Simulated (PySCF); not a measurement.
## F(2+) (fluorine, charge +2) across methods

[He] 2s1 2p3 3s1, high-spin 6S determinant (an excited configuration). Computed with PySCF 2.14 in aug-cc-pV5Z (7s6p5d4f3g2h, 127 functions), with the non-relativistic Hamiltonian (point nucleus).

| method | E (hartree) | mean ε 2s α (eV) | mean ε 2p α (eV) | mean ε 3s α (eV) | Σ⟨r²⟩ (bohr²) | ⟨S²⟩ |
| --- | --- | --- | --- | --- | --- | --- |
| HSE06 | -95.9809 | -87.302 | -67.419 | -20.655 | 11.77 | 8.750 |
| BHandHLYP | -96.0087 | -92.251 | -70.996 | -21.585 | 11.86 | 8.750 |
| UHF | -95.91988 | -102.23 | -77.956 | -23.179 | 11.97 | 8.750 |
| PW91 | -96.0060 | -82.828 | -64.468 | -20.238 | 11.72 | 8.750 |
| LDA | -95.3797 | -82.186 | -64.284 | -20.268 | 11.75 | 8.750 |
| PBE | -95.9507 | -82.772 | -64.341 | -20.181 | 11.76 | 8.750 |
| PBE0 | -95.9726 | -87.750 | -67.868 | -21.015 | 11.79 | 8.750 |
| r2SCAN | -96.0399 | -85.398 | -65.780 | -20.275 | 11.86 | 8.750 |

The outer electron is Rydberg-like, and this basis confines it to a smaller radius and binds it less than a complete one would.
